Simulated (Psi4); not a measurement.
HFSi, charge +1, doublet, at a GFN2-xTB geometry (a state made from the parent by changing its charge; the spin is typed, not shown lowest). Base run: Psi4 with MP2/pcseg-1.

Here is a job for Psi4.
```
memory 2 GB

molecule {
1 2
  Si   -0.27091864   -0.35672587    0.33708443
  H    -1.03666430   -1.36504615   -0.39612972
  F     0.53661392    0.70657870   -0.48033915
}

set basis pcseg-1
set reference uhf
set freeze_core true

energy('mp2')
print_variables()
```

Variants of this job, named by their change:

| change | basis functions | E (Eh) | MP2 correlation (Eh) |
|---|---|---|---|
| base | 37 | -388.82244 | -0.24395 |
| basis = 6-31G* | ? | ? | ? |
| basis = cc-pVDZ | 37 | -388.88135 | -0.24900 |
| basis = def2-SVP | 37 | -388.70643 | -0.24709 |
| basis = 6-311G** | 50 | -388.93423 | -0.26742 |
| basis = def2-SVPD | ? | ? | ? |
| basis = aug-cc-pVDZ | 59 | -388.91540 | -0.26544 |
| basis = 6-311++G** | 59 | -388.93855 | -0.26936 |
| basis = def2-TZVP | 74 | -389.01920 | -0.31871 |
| basis = cc-pVTZ | ? | ? | ? |
| basis = cc-pV(T+d)Z | 83 | -389.02346 | -0.32423 |
| basis = cc-pVQZ | 144 | -389.06343 | -0.35252 |
| basis = def2-QZVP | ? | ? | ? |

Question: Some entries are withheld; supply them.

Answer: 
- basis = 6-31G*, basis functions: 36
- basis = 6-31G*, E (Eh): -388.84873
- basis = 6-31G*, MP2 correlation (Eh): -0.22580
- basis = def2-SVPD, basis functions: 55
- basis = def2-SVPD, E (Eh): -388.72555
- basis = def2-SVPD, MP2 correlation (Eh): -0.25629
- basis = cc-pVTZ, basis functions: 78
- basis = cc-pVTZ, E (Eh): -389.01979
- basis = cc-pVTZ, MP2 correlation (Eh): -0.32410
- basis = def2-QZVP, basis functions: 157
- basis = def2-QZVP, E (Eh): -389.06634
- basis = def2-QZVP, MP2 correlation (Eh): -0.35143

Totals compare only among sets that treat the same electrons; sets with core potentials leave the core out.

Open shells are given as the SCF converged; they aren't shown to be the lowest states, and a large step between rows can be another state.
